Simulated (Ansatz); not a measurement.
Calculated with Ansatz (gas phase, PBE0-D4/def2-TZVP geometries, no zero-point term in ΔE). CCSD(T)/CBS adds triple-zeta CCSD(T) − MP2 to the extrapolated MP2 energy (def2 sets, frozen cores). DFT in def2-TZVPP. def2 core potentials past Kr. For Br, Ga, In outer-core shells are correlated without core-valence functions, which leaves a few kJ/mol of doubt a bond. Scalar relativity is left out up to krypton. One conformer a species, not always the lowest.

Consider the formal exchange of groups at the Si–O bond: `[SiH3][O][Ga]([Br])[Br]` + `[CH3][InH][CH3]` → `[CH3][InH][CH2][SiH3]` + `[OH][Ga]([Br])[Br]`.

`[SiH3][O][Ga]([Br])[Br]`:

Z-matrix (Å, degrees):
```
Si
O 1 1.642
H 1 1.488 2 111.0
H 1 1.487 2 110.1 3 120.5
H 1 1.484 2 108.0 3 -120.0
Ga 2 1.757 1 138.0 3 -34.9
Br 6 2.263 2 119.8 1 0.2
Br 6 2.254 2 118.3 1 -179.8
```

`[CH3][InH][CH3]`:

Cartesian coordinates in Å:
```
C -1.074 0.017 -1.540
In -0.592 -0.178 0.556
C 1.456 0.096 1.182
H -0.836 1.027 -1.882
H -0.470 -0.678 -2.128
H -2.128 -0.180 -1.737
H -1.829 -0.546 1.716
H 1.573 -0.019 2.259
H 1.802 1.092 0.894
H 2.098 -0.631 0.678
```

`[CH3][InH][CH2][SiH3]`:

```xyz
13

C     0.305    1.378   -2.060
In   -0.780    1.095   -0.222
C    -0.865   -0.899    0.627
Si    0.678   -1.335    1.565
H     1.352    1.588   -1.825
H     0.274    0.476   -2.673
H    -0.089    2.218   -2.632
H    -1.565    2.388    0.619
H    -1.733   -0.966    1.288
H    -0.997   -1.611   -0.193
H     0.914   -0.360    2.669
H     1.865   -1.275    0.664
H     0.643   -2.697    2.173
```

`[OH][Ga]([Br])[Br]`:

```xyz
5

O    -0.588   -0.985    0.869
Ga    0.051    0.370   -0.068
Br    1.278   -0.010   -1.941
Br   -0.385    2.464    0.645
H    -0.356   -1.839    0.495
```

CCSD(T)/CBS gives +0.87 eV.

Another level gave +0.81 eV. Which?
A. PBE-D4/def2-TZVPP
B. ωB97X-V/def2-TZVPP
C. B2PLYP/def2-TZVPP
D. PBE0-D4/def2-TZVPP

D. PBE0-D4 0.81, ωB97X-V 0.90, B2PLYP 0.94, PBE-D4 0.74 eV.

Largest T1 diagnostic among the species: 0.012.

In def2-TZVPP, CCSD(T) changes the Hartree–Fock value by −0.25 eV (the triples alone add −0.04 eV) and MP2 by −0.25 eV. From PBE to PBE0 (25 % exact exchange), in def2-TZVPP and without D4, ΔE moves by +0.06 eV.
